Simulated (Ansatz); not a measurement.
Start from `FC[SiH](F)Cl` and change one atom or group to get `F[SiH](Cl)[GeH2][Cl]`.

Ansatz, PBE0-D4/def2-TZVP geometries, multiplicity 1. Each molecule was computed in one conformer, which needn't be the lowest.

Scalar relativity is left out up to krypton.

```json
{"property": "HOMO energy (PBE/def2-TZVPP) / eV", "`FC[SiH](F)Cl`": "-7.44"}
{"property": "HOMO–LUMO gap (ωB97M-V/def2-TZVPP) / eV", "`FC[SiH](F)Cl`": "13.24"}
{"property": "HOMO energy (ωB97M-V/def2-TZVPP) / eV", "`FC[SiH](F)Cl`": "-11.22"}
{"property": "LUMO energy (PBE0/def2-TZVPP) / eV", "`FC[SiH](F)Cl`": "0.13"}
{"property": "size of the dipole moment (PBE/def2-TZVPP) / D", "`FC[SiH](F)Cl`": "1.37"}
{"property": "HOMO–LUMO gap (B3LYP/def2-TZVPP) / eV", "`FC[SiH](F)Cl`": "8.63"}
```

Problem. Give the same properties after the change, and the shifts. (Best estimate.)

Solution. The calculation gave: 
```csv
property,`F[SiH](Cl)[GeH2][Cl]`,shift
HOMO energy (PBE/def2-TZVPP) / eV,-7.06,0.38
HOMO–LUMO gap (ωB97M-V/def2-TZVPP) / eV,11.03,-2.21
HOMO energy (ωB97M-V/def2-TZVPP) / eV,-10.35,0.87
LUMO energy (PBE0/def2-TZVPP) / eV,-1.19,-1.32
size of the dipole moment (PBE/def2-TZVPP) / D,2.44,1.07
HOMO–LUMO gap (B3LYP/def2-TZVPP) / eV,6.71,-1.92
```

With PBE0 the HOMO rises by 0.66 eV and the LUMO falls by 1.32 eV, so the gap narrows by about 1.98 eV. PBE moves the HOMO by 0.38 eV and ωB97M-V by 0.87 eV. Dipoles are sizes alone; their direction can turn.

B3LYP here is the variant with VWN-RPA as its local correlation; programs differ in this.
